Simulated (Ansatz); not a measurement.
Relaxation of AlClH6OSi (10 atoms, charge 0, multiplicity 1), to a largest force component of 0.03 eV/Å in at most 50 steps.

Theory: RKS PBE-D4/def2-SVP (Ansatz).

```xyz
10
Properties=species:S:1:pos:R:3:forces:R:3
Al -0.053 0.617 -0.387 -0.08 0.97 0.52
H -0.028 -0.102 2.274 0.10 -1.83 0.45
H 1.360 -0.044 -0.600 0.03 -0.02 -0.04
O -1.512 -0.106 -0.890 -0.03 -0.14 0.08
Si -2.707 -1.275 -0.824 0.06 0.04 0.00
H -2.333 -2.326 0.192 -0.03 0.01 -0.03
H -4.018 -0.660 -0.420 0.00 0.01 -0.01
H -2.856 -1.926 -2.171 -0.01 0.01 -0.01
Cl -0.183 2.623 0.491 0.05 -0.75 -0.55
H -0.068 0.593 2.071 -0.09 1.69 -0.42
```

Where does it end, and by what steps?

It converged. The force dipped under the threshold on the way, but the program's further checks kept it going. After 17 steps the energy has fallen by 0.182 eV; O4 moved furthest, 0.63 Å.

```json
{"step": "0", "energy less start (eV)": "0.0000", "largest force component (eV/Å)": "1.834", "accepted": "yes"}
{"step": "1", "energy less start (eV)": "-0.1046", "largest force component (eV/Å)": "0.551", "accepted": "yes"}
{"step": "2", "energy less start (eV)": "-0.1270", "largest force component (eV/Å)": "0.566", "accepted": "yes"}
{"step": "3", "energy less start (eV)": "-0.1405", "largest force component (eV/Å)": "0.183", "accepted": "yes"}
{"step": "4", "energy less start (eV)": "-0.1466", "largest force component (eV/Å)": "0.134", "accepted": "yes"}
{"step": "5", "energy less start (eV)": "-0.1520", "largest force component (eV/Å)": "0.078", "accepted": "yes"}
{"step": "6", "energy less start (eV)": "-0.1565", "largest force component (eV/Å)": "0.168", "accepted": "yes"}
{"step": "7", "energy less start (eV)": "-0.1620", "largest force component (eV/Å)": "0.275", "accepted": "yes"}
{"step": "8", "energy less start (eV)": "-0.1641", "largest force component (eV/Å)": "0.261", "accepted": "yes"}
{"step": "9", "energy less start (eV)": "-0.1724", "largest force component (eV/Å)": "0.141", "accepted": "yes"}
{"step": "10", "energy less start (eV)": "-0.1773", "largest force component (eV/Å)": "0.047", "accepted": "yes"}
{"step": "11", "energy less start (eV)": "-0.1799", "largest force component (eV/Å)": "0.015", "accepted": "yes"}
{"step": "12", "energy less start (eV)": "-0.1781", "largest force component (eV/Å)": "0.329", "accepted": "no"}
{"step": "13", "energy less start (eV)": "-0.1808", "largest force component (eV/Å)": "0.099", "accepted": "yes"}
{"step": "14", "energy less start (eV)": "-0.1809", "largest force component (eV/Å)": "0.137", "accepted": "yes"}
{"step": "15", "energy less start (eV)": "-0.1811", "largest force component (eV/Å)": "0.083", "accepted": "yes"}
{"step": "16", "energy less start (eV)": "-0.1820", "largest force component (eV/Å)": "0.031", "accepted": "yes"}
{"step": "17", "energy less start (eV)": "-0.1823", "largest force component (eV/Å)": "0.021", "accepted": "yes"}
```

```xyz
10
Properties=species:S:1:pos:R:3
Al -0.029 0.627 -0.237
H 0.132 -0.250 1.923
H 1.487 0.307 -0.533
O -1.227 -0.550 -0.546
Si -2.707 -1.285 -0.750
H -2.865 -2.388 0.263
H -3.831 -0.298 -0.570
H -2.796 -1.877 -2.131
Cl -0.638 2.600 0.251
H 0.075 0.509 2.066
```

Whether the end is a true minimum wasn't checked by a vibrational analysis.

Time of the run: 41 s on 2 threads of Arm Neoverse V1 (shared host), peak memory 0.15 GiB.
